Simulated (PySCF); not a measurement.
H₂Cl₂Si, singlet, at a GFN2-xTB geometry; CAMB3LYP/pcseg-1 in PySCF.

Input for PySCF:
```python
from pyscf import gto, scf, dft

mol = gto.M(
    atom='''
Si   -0.029365   -0.753806    0.033461
Cl    1.656056    0.340302    0.026833
Cl   -1.624718    0.464142   -0.062541
H    -0.091646   -1.506331    1.276959
H    -0.029986   -1.615946   -1.138365
''',
    basis='pcseg-1',
    charge=0,
    spin=0,
    verbose=4,
)

mf = dft.RKS(mol)
mf.xc = 'camb3lyp'
mf.grids.radi_method = dft.radi.mura_knowles
mf.kernel()
```

The log (banner, timings and long lists left out):

```
PySCF version 2.14.0

[INPUT] verbose = 4
[INPUT] num. atoms = 5
[INPUT] num. electrons = 50
[INPUT] charge = 0
[INPUT] spin (= nelec alpha-beta = 2S) = 0
[INPUT] symmetry False subgroup None
[INPUT] Mole.unit = angstrom
[INPUT] Symbol           X                Y                Z      unit          X                Y                Z       unit  Magmom
[INPUT]  1 Si    -0.029365000000  -0.753806000000   0.033461000000 AA   -0.055491807648  -1.424486891054   0.063232125854 Bohr   0.0
[INPUT]  2 Cl     1.656056000000   0.340302000000   0.026833000000 AA    3.129492286943   0.643077579642   0.050707021100 Bohr   0.0
[INPUT]  3 Cl    -1.624718000000   0.464142000000  -0.062541000000 AA   -3.070272049651   0.877101262908  -0.118185361556 Bohr   0.0
[INPUT]  4 H     -0.091646000000  -1.506331000000   1.276959000000 AA   -0.173185840412  -2.846553042942   2.413102782298 Bohr   0.0
[INPUT]  5 H     -0.029986000000  -1.615946000000  -1.138365000000 AA   -0.056665327571  -3.053695372086  -2.151198079791 Bohr   0.0

nuclear repulsion = 195.022343402999
number of shells = 13
number of NR pGTOs = 146
number of NR cGTOs = 64
basis = pcseg-1
ecp = {}

******** <class 'pyscf.dft.rks.RKS'> ********
method = RKS
initial guess = minao
damping factor = 0
level_shift factor = 0
DIIS = <class 'pyscf.scf.diis.CDIIS'>
diis_start_cycle = 1
diis_space = 8
diis_damp = 0
SCF conv_tol = 1e-09
SCF conv_tol_grad = None
SCF max_cycles = 50
direct_scf = True
direct_scf_tol = 1e-13
XC library pyscf.dft.libxc version 7.1.2
    S. Lehtola, C. Steigemann, M. J. T. Oliveira, and M. A. L. Marques,  SoftwareX 7, 1–5 (2018)
XC functionals = camb3lyp
    T. Yanai, D. P. Tew, and N. C. Handy,  Chem. Phys. Lett. 393, 51 (2004)
radial grids: Mura-Knowles [JCP 104, 9848 (1996); DOI:10.1063/1.471749] log3 quadrature radial grids
becke partition: Becke, JCP 88, 2547 (1988); DOI:10.1063/1.454033
pruning grids: <function nwchem_prune>
grids dens level: 3
symmetrized grids: False
atomic radii adjust function: <function treutler_atomic_radii_adjust>
small_rho_cutoff = 0
Set gradient conv threshold to 3.16228e-05
Initial guess from minao.
tot grids = 71720
init E= -1211.37646742896
  HOMO = -0.352967150684852  LUMO = 0.0116354427633172  gap/eV = 9.92134
cycle= 1 E= -1211.13741303248  delta_E= 0.239  |g|= 0.327  |ddm|= 2.28
  HOMO = -0.380275988585589  LUMO = 0.0160486775163253  gap/eV = 10.78454
cycle= 2 E= -1211.14972700104  delta_E= -0.0123  |g|= 0.278  |ddm|= 0.879
  HOMO = -0.388856225846071  LUMO = 0.0387238309953251  gap/eV = 11.63505
cycle= 3 E= -1211.17330284267  delta_E= -0.0236  |g|= 0.0101  |ddm|= 0.386
  HOMO = -0.388044896210939  LUMO = 0.039899656001356  gap/eV = 11.64496
cycle= 4 E= -1211.17335568797  delta_E= -5.28e-05  |g|= 0.00199  |ddm|= 0.0265
  HOMO = -0.388358220533689  LUMO = 0.0396323040727271  gap/eV = 11.64622
cycle= 5 E= -1211.17335764516  delta_E= -1.96e-06  |g|= 0.000262  |ddm|= 0.0058
  HOMO = -0.388328277997823  LUMO = 0.0396445912933188  gap/eV = 11.64573
cycle= 6 E= -1211.17335769665  delta_E= -5.15e-08  |g|= 5.9e-05  |ddm|= 0.000937
  HOMO = -0.388338781479356  LUMO = 0.0396383906573212  gap/eV = 11.64585
cycle= 7 E= -1211.17335769857  delta_E= -1.92e-09  |g|= 2.34e-05  |ddm|= 0.00018
  HOMO = -0.388334310332298  LUMO = 0.0396419089955145  gap/eV = 11.64583
cycle= 8 E= -1211.17335769881  delta_E= -2.38e-10  |g|= 2.32e-06  |ddm|= 5.64e-05
  HOMO = -0.388334593306893  LUMO = 0.0396417875827351  gap/eV = 11.64583
Extra cycle  E= -1211.17335769881  delta_E= -1.59e-12  |g|= 1.2e-06  |ddm|= 6.39e-06
converged SCF energy = -1211.17335769881
```
